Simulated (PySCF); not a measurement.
C3H11NSi2.
Numbering: `[SiH3:1][N:2]([SiH3:3])[CH:4]1[CH2:5][CH2:6]1` (hydrogens: H7, H8, H9 on Si1; H10, H11, H12 on Si3; H13 on C4; H14, H15 on C5; H16, H17 on C6)

Method used: PBE0-D3(BJ)/def2-SVP geometry optimisation, gas phase in PySCF 2.14.0.

What internal coordinates does the optimisation give?

| bond | length (Å) |
| --- | --- |
| Si1–N2, N2–Si3 | 1.749 |
| N2–C4 | 1.443 |
| C4–C5, C4–C6 | 1.503 |
| C5–C6 | 1.500 |
| Si1–H7 and 5 like bonds | 1.495 |
| C4–H13 | 1.100 |
| C5–H14, C6–H17 | 1.093 |
| C5–H15, C6–H16 | 1.093 |

Bonds in one row agree within 0.01 Å and their mean is given. A selection of angles:
| angle | degrees |
| --- | --- |
| N2–Si1–H7 | 111.5 |
| N2–Si1–H9 | 108.0 |
| H7–Si1–H8 | 107.2 |
| H7–Si1–H9 | 109.3 |
| Si1–N2–Si3 | 125.5 |
| Si1–N2–C4 | 116.5 |
| Si3–N2–C4 | 116.5 |
| N2–C4–C5 | 120.1 |
| N2–C4–H13 | 114.9 |
| C5–C4–C6 | 59.9 |
| C5–C4–H13 | 115.5 |
| C4–C5–C6 | 60.1 |
| C4–C5–H14 | 118.2 |
| C4–C5–H15 | 117.1 |
| C6–C5–H14 | 119.0 |
| C6–C5–H15 | 117.0 |
| H14–C5–H15 | 114.8 |

Dihedral angles: Si1–N2–C4–C5 -131° (anticlinal); N2–C4–C5–C6 109° (anticlinal); N2–C4–C6–C5 -109° (anticlinal).

N2 (nitrogen bridging silicon atoms) is almost planar (angles 125.5°, 116.5° and 116.5°, sum 358.5°, 0.12 Å off the plane of its three neighbours). All 3 C–C bonds measure 1.500 to 1.503 Å. The 3-membered ring C4–C5–C6 has internal angles of 59.9° to 60.1°. Si1 (SiH3 silicon) is tetrahedral (angles from 107.2° to 111.5°). Of the pairs four or more bonds apart, Si1···H16 is among the closest relative to their van der Waals radii: 3.13 Å, 95 % of the sum of Bondi's values.

Point group: Cs (every atom within 0.08 Å of its image). Stationary, but not proved a minimum. The numbers are those of one conformer.
